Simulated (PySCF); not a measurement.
Identify the unknown among the candidates.

All candidates are C4H9NO2Si.

* Dipole: 3.97 D [B3LYP/def2-SVPD]
* Triplet: lowest triplet excitation (Tamm–Dancoff): 3.31 eV [TDA B3LYP/def2-SVPD]
* NMR, other nuclei: isotropic shieldings of nuclei other than C and H, by class: -174 (1 N), 299 (2 O), 405 (1 Si) ppm [GIAO PBE0/pcSseg-1]
* UV, strongest line: among the 8 lowest singlet transitions: S7 at 6.83 eV (181 nm, f = 0.019) [TDDFT B3LYP/def2-SVPD]
* Rotational structure: rotational constants A, B, C: 3.508, 1.269, 1.037 GHz [GFN2-xTB]
* 13C NMR: chemical shifts (computed TMS as zero) by class: 190.5 (1 C), 68.0 (2 C), 35.4 (1 C) ppm [GIAO PBE0/pcSseg-1]
* Polarisability: 82.3 au [B3LYP/def2-SVPD]
* UV, first state: lowest singlet excitation: 4.11 eV (302 nm, f = 0.001) [TDDFT B3LYP/def2-SVPD]
* 1H NMR: chemical shifts (computed TMS as zero) by class: 13.26 (1 H), 8.91 (1 H), 4.88 (1 H), 4.64 (2 H), 4.42 (2 H), 2.28 (1 H), 1.44 (1 H) ppm [GIAO PBE0/pcSseg-1]

Electronic properties: PySCF, gas phase, density fitting. Levels stand in brackets. The structure is a single GFN2-xTB conformer in the gas phase; no vibrational or solvent corrections. Each NMR value is the plain mean over a class of atoms that symmetry, rotation or inversion makes alike.

**Question.** Which candidate is it?
A. `[H]/N=C\[SiH]1OCCCO1`
B. `CC(=O)NC[SiH2]C=O`
C. `CO[Si@@H](C)OCC#N`
D. `O=C1NCC[C@H]1O[SiH3]`

**Answer.** A. It is `[H]/N=C\[SiH]1OCCCO1`. Numbering: `[H]/[N:1]=[CH:2]\[SiH:3]1[O:4][CH2:5][CH2:6][CH2:7][O:8]1`. Its formula, C4H9NO2Si, gives 2 degrees of unsaturation: 1 ring and 1 π bond in the structure found. 4 carbons fall into 3 classes; from least to most shielded: C=N carbon [C2] (190.5 ppm), ring sp3 carbon bound to oxygen [C5/C7] (68.0 ppm, 2 C), ring CH2 carbon [C6] (35.4 ppm). Hydrogen classes from least to most shielded: 1 H on a C=N nitrogen, N1 (13.26 ppm), 1 H on a C=N carbon, C2 (8.91 ppm), 1 H on an oxygen-bound silicon, Si3 (4.88 ppm), 2 H on 2 like atoms (sp3 carbon bound to oxygen), C5/C7 (4.64 ppm), 2 H on 2 like atoms (sp3 carbon bound to oxygen), C5/C7 (4.42 ppm), 1 H on a ring CH2 carbon, C6 (2.28 ppm), 1 H on a ring CH2 carbon, C6 (1.44 ppm). The other shieldings belong to: -174 ppm, C=N nitrogen [N1]; 299 ppm, silyl ether oxygen [O4/O8]; 405 ppm, oxygen-bound silicon [Si3]. S1 is mainly HOMO→LUMO (weight 0.98); the largest Löwdin shares of the orbital it empties are 0.45 on the C=N nitrogen, 0.19 on the C=N carbon, 0.09 on the oxygen-bound silicon and 0.07 on the N–H hydrogen, of the orbital it fills 0.36 on the C=N nitrogen, 0.34 on the C=N carbon, 0.13 on the oxygen-bound silicon and 0.05 on the hydrogen on a C=N carbon. The optimised geometry has point group C1 and is an asymmetric top.

The others, at the same levels:
- `O=C1NCC[C@H]1O[SiH3]` fails: it has 4 carbon classes against 3; its computed 13C shifts are 177.4 (1 C), 72.2 (1 C), 40.7 (1 C), 35.6 (1 C) ppm and 1H shifts are 5.00 (3 H), 4.42 (1 H), 4.41 (1 H), 3.51 (1 H), 3.37 (1 H), 2.48 (1 H), 2.10 (1 H) ppm.
- `CO[Si@@H](C)OCC#N` fails: it has 4 carbon classes against 3; its computed 13C shifts are 121.6 (1 C), 51.5 (1 C), 51.0 (1 C), -1.6 (1 C) ppm, 1H shifts are 5.00 (1 H), 4.74 (1 H), 4.40 (1 H), 3.80 (3 H), 0.16 (3 H) ppm and smallest rotational constant is 0.700 GHz (against 1.037 GHz).
- `CC(=O)NC[SiH2]C=O` fails: it has 4 carbon classes against 3; its computed 13C shifts are 261.3 (1 C), 176.0 (1 C), 24.6 (1 C), 22.4 (1 C) ppm, 1H shifts are 12.40 (1 H), 5.23 (1 H), 4.93 (2 H), 2.68 (2 H), 1.90 (3 H) ppm and rotational constant A is 5.048 GHz (against 3.508 GHz).

Each candidate is one conformer, not necessarily the lowest. Dipoles, sizes and rotational constants follow the conformer. The torsions of the flexible species, by atom-mapped SMILES:
- `[CH3:1][O:2][Si@@H:3]([CH3:4])[O:5][CH2:6][C:7]#[N:8]`: C1–O2–Si3–C4 60°, O2–Si3–O5–C6 52°, Si3–O5–C6–C7 174°
- `[CH3:1][C:2](=[O:3])[NH:4][CH2:5][SiH2:6][CH:7]=[O:8]`: C1–C2–N4–C5 -179°, C2–N4–C5–Si6 0°, N4–C5–Si6–C7 180°, C5–Si6–C7–O8 1°

The conformers of `[H]/N=C\[SiH]1OCCCO1` and `O=C1NCC[C@H]1O[SiH3]` aren't listed.
